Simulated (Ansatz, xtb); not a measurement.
## Ranking isomers of F3H4NSi2

4 gas-phase structures of F3H4NSi2, found in a search over its isomers (lower ones may exist). Each was relaxed with GFN2-xTB; where two conformers were screened, the lower at r2SCAN-D4/def2-SVP is listed:

A. `N[Si@H](F)[SiH](F)F`, a singlet
B. `F[Si](F)(F)N[SiH3]`, a singlet
C. `F[SiH2]N[SiH](F)F`, a singlet
D. `N[Si](F)(F)[SiH2]F`, a singlet

Make a reasoned guess at their ranking by r2SCAN-D4/def2-SVP single-point energy.

Calculated order at r2SCAN-D4/def2-SVP: B (0.000), C (0.141), D (1.064), A (1.331) eV.

Energies above the lowest of each column, in eV; the last columns are at B3LYP/6-31G* geometries and were run for some of them only (a dash: not run or not comparable):

```
structure  GFN2-xTB  HF/STO-3G  r2SCAN-D4/def2-SVP  B3LYP/6-31G*  CCSD(T)/def2-SVP + ΔMP2/def2-TZVPP
        B     0.442      0.000               0.000         0.000                               0.000
        C     0.000      0.271               0.141         0.003                               0.012
        D     1.262      1.010               1.064             –                                   –
        A     1.081      1.367               1.331             –                                   –
```

CCSD(T)/def2-SVP + ΔMP2/def2-TZVPP has B and C within 1 kcal/mol of each other at the bottom, and every level picks one of them. Flexible structures stand in one conformer each, not always the lowest. Frequencies (B3LYP/6-31G*) were run for B, C alone. ΔMP2 is the change of the MP2 energy from the smaller to the larger basis.

Over these structures GFN2-xTB departs from r2SCAN-D4/def2-SVP by 0.258 eV on average once a common shift is removed. A GFN2-xTB relaxation took about 0.11 s and the r2SCAN-D4/def2-SVP energy about 1.1 s on a shared host (Ansatz 0.2.0, xtb 6.7.1 (Pople sets with spherical d functions)).
